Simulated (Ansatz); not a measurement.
Mulliken charges of CH$_{4}$AlBrOS, SMILES `O[CH2][Al]([SH])[Br]` from B3LYP/def2-TZVPP in Ansatz (PBE0-D4/def2-TZVP geometry).

```json
{"atom": "O1", "x (Å)": "-1.657", "y (Å)": "0.630", "z (Å)": "0.832", "charge (e)": "-0.331"}
{"atom": "C2", "x (Å)": "-0.747", "y (Å)": "-0.289", "z (Å)": "0.254", "charge (e)": "-0.167"}
{"atom": "Al3", "x (Å)": "0.918", "y (Å)": "0.628", "z (Å)": "-0.247", "charge (e)": "0.496"}
{"atom": "S4", "x (Å)": "2.550", "y (Å)": "-0.482", "z (Å)": "-1.166", "charge (e)": "-0.247"}
{"atom": "Br5", "x (Å)": "1.274", "y (Å)": "2.822", "z (Å)": "0.074", "charge (e)": "-0.221"}
{"atom": "H6", "x (Å)": "-2.463", "y (Å)": "0.164", "z (Å)": "1.069", "charge (e)": "0.177"}
{"atom": "H7", "x (Å)": "-0.494", "y (Å)": "-1.110", "z (Å)": "0.944", "charge (e)": "0.096"}
{"atom": "H8", "x (Å)": "-1.161", "y (Å)": "-0.769", "z (Å)": "-0.648", "charge (e)": "0.096"}
{"atom": "H9", "x (Å)": "1.869", "y (Å)": "-1.641", "z (Å)": "-1.129", "charge (e)": "0.103"}
```

Q: By hand: the dipole of these point charges (1 e Å = 4.8032 D).

A: Σ q r = (-0.185, -0.674, -0.067) e Å, of length 0.702 e Å = 3.37 D.

Q: How does the dipole of the full density compare? (Estimate.)

A: Ansatz gave: (-0.407, -0.615, 0.038) e Å, 3.55 D; the point charges give 0.95 times that, at 20° from its direction.

Point charges leave out the atoms' own dipoles, such as those of lone pairs, and Mulliken's split depends on the basis, so the two needn't agree.

B3LYP here is the variant with VWN-RPA as its local correlation; programs differ in this.
